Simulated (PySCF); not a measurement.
Sb(OH)2(OMe) (CH5O3Sb), SMILES C[O][Sb]([OH])[OH].

Geometry optimised at B3LYP-D3(BJ)/def2-SVP. The structure was generated by enumeration; whether it is a known compound was not checked. The def2 effective core potentials stand for the cores of Sb; spin–orbit coupling is left out. One conformer was computed; it need not be the lowest.

Computed with TDDFT-PBE/def2-SVPD run with PySCF.

Vertical excitations. 

```tsv
state	energy (eV)	λ (nm)	f	main pairs
S1	4.80	258	0.020	HOMO→LUMO 92 %
S2	4.94	251	0.009	HOMO−1→LUMO 89 %
S3	5.01	247	0.003	HOMO→LUMO+1 95 %
S4	5.43	228	0.011	HOMO−2→LUMO 76 %, HOMO−3→LUMO 14 %
S5	5.51	225	0.035	HOMO−1→LUMO+1 80 %
S6	5.73	216	0.011	HOMO−3→LUMO 63 %, HOMO−2→LUMO+1 19 %
S7	5.83	213	0.003	HOMO→LUMO+2 60 %, HOMO−2→LUMO+1 33 %
S8	5.88	211	0.012	HOMO−2→LUMO+1 40 %, HOMO→LUMO+2 34 %, HOMO−4→LUMO 9 %, HOMO−3→LUMO 9 %
S9	6.26	198	0.010	HOMO−3→LUMO+1 85 %
S10	6.33	196	0.052	HOMO−1→LUMO+2 45 %, HOMO−4→LUMO 33 %
T1	4.31	288	0	HOMO→LUMO 97 %
T2	4.55	272	0	HOMO−1→LUMO 90 %
T3	4.78	259	0	HOMO→LUMO+1 93 %
T4	4.95	251	0	HOMO−1→LUMO+1 88 %
```
Triplets are in the Tamm–Dancoff approximation, which puts them higher than full response would, so one can lie above its singlet here.
